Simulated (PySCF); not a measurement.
Isomers of C8H14F2.

All values: PBE0/pcSseg-1 (PySCF) at GFN2-xTB geometries, gas phase, one conformer each.

**Question.** Rank by the lowest IAO charge on any atom, highest value first.
A. `[CH3:1][CH:2]([CH3:3])[C@@:4]1([F:5])[CH2:6][CH2:7][C@H:8]([F:9])[CH2:10]1` with C1–C2–C4–F5 58°, C2–C4–C6–C7 158°, C4–C6–C7–C8 -41°, C6–C7–C8–F9 154°, C7–C8–C10–C4 -14°
B. `[CH3:1][C@@H:2]1[CH2:3][CH2:4][C@H:5]([C:6]([CH3:7])([F:8])[F:9])[CH2:10]1` with C4–C5–C6–C7 180°, C1–C2–C3–C4 -162°, C2–C3–C4–C5 24°, C3–C4–C5–C6 124°, C4–C5–C10–C2 -26°
C. `[F:1][CH2:2][C@@H:3]1[CH2:4][CH2:5][CH2:6][CH2:7][C@@H:8]([F:9])[CH2:10]1` with F1–C2–C3–C4 62°, C2–C3–C4–C5 166°, C3–C4–C5–C6 57°, C4–C5–C6–C7 -74°, C5–C6–C7–C8 87°

**Answer.** C (-0.345 e), A (-0.421 e), B (-0.451 e).

**Question.** Rank by LUMO energy, highest first.
A. `[CH3:1][C@@H:2]1[CH2:3][CH2:4][C@H:5]([C:6]([CH3:7])([F:8])[F:9])[CH2:10]1` with C4–C5–C6–C7 180°, C1–C2–C3–C4 -162°, C2–C3–C4–C5 24°, C3–C4–C5–C6 124°, C4–C5–C10–C2 -26°
B. `[CH3:1][CH:2]([CH3:3])[C@@:4]1([F:5])[CH2:6][CH2:7][C@H:8]([F:9])[CH2:10]1` with C1–C2–C4–F5 58°, C2–C4–C6–C7 158°, C4–C6–C7–C8 -41°, C6–C7–C8–F9 154°, C7–C8–C10–C4 -14°
C. `[CH3:1][C@@H:2]1[CH2:3][CH2:4][C@@H:5]([C:6]([CH3:7])([F:8])[F:9])[CH2:10]1` with C4–C5–C6–C7 -61°, C1–C2–C3–C4 -159°, C2–C3–C4–C5 43°, C3–C4–C5–C6 -156°, C4–C5–C10–C2 11°

**Answer.** C (1.28 eV), A (1.14 eV), B (1.01 eV).

All values together:

| SMILES | μ (D) | HOMO (eV) | LUMO (eV) | lowest IAO charge (e) | highest IAO charge (e) | lowest Hirshfeld charge (e) | highest Hirshfeld charge (e) |
| --- | --- | --- | --- | --- | --- | --- | --- |
| C[C@@H]1CC[C@H](C(C)(F)F)C1 | 2.34 | -8.84 | 1.14 | -0.451 (C) | +0.573 (C) | -0.135 (C) | +0.189 (C) |
| FC[C@@H]1CCCC[C@@H](F)C1 | 1.66 | -8.58 | 1.33 | -0.345 (F) | +0.185 (C) | -0.126 (F) | +0.067 (C) |
| C[C@@H]1CC[C@@H](C(C)(F)F)C1 | 2.25 | -8.86 | 1.28 | -0.451 (C) | +0.573 (C) | -0.135 (C) | +0.189 (C) |
| CC(C)[C@@]1(F)CC[C@H](F)C1 | 2.74 | -8.68 | 1.01 | -0.421 (C) | +0.308 (C) | -0.123 (C/F) | +0.112 (C) |

Conformers: `[CH3:1][C@@H:2]1[CH2:3][CH2:4][C@H:5]([C:6]([CH3:7])([F:8])[F:9])[CH2:10]1` with C4–C5–C6–C7 180°, C1–C2–C3–C4 -162°, C2–C3–C4–C5 24°, C3–C4–C5–C6 124°, C4–C5–C10–C2 -26°; `[F:1][CH2:2][C@@H:3]1[CH2:4][CH2:5][CH2:6][CH2:7][C@@H:8]([F:9])[CH2:10]1` with F1–C2–C3–C4 62°, C2–C3–C4–C5 166°, C3–C4–C5–C6 57°, C4–C5–C6–C7 -74°, C5–C6–C7–C8 87°; `[CH3:1][C@@H:2]1[CH2:3][CH2:4][C@@H:5]([C:6]([CH3:7])([F:8])[F:9])[CH2:10]1` with C4–C5–C6–C7 -61°, C1–C2–C3–C4 -159°, C2–C3–C4–C5 43°, C3–C4–C5–C6 -156°, C4–C5–C10–C2 11°; `[CH3:1][CH:2]([CH3:3])[C@@:4]1([F:5])[CH2:6][CH2:7][C@H:8]([F:9])[CH2:10]1` with C1–C2–C4–F5 58°, C2–C4–C6–C7 158°, C4–C6–C7–C8 -41°, C6–C7–C8–F9 154°, C7–C8–C10–C4 -14°.
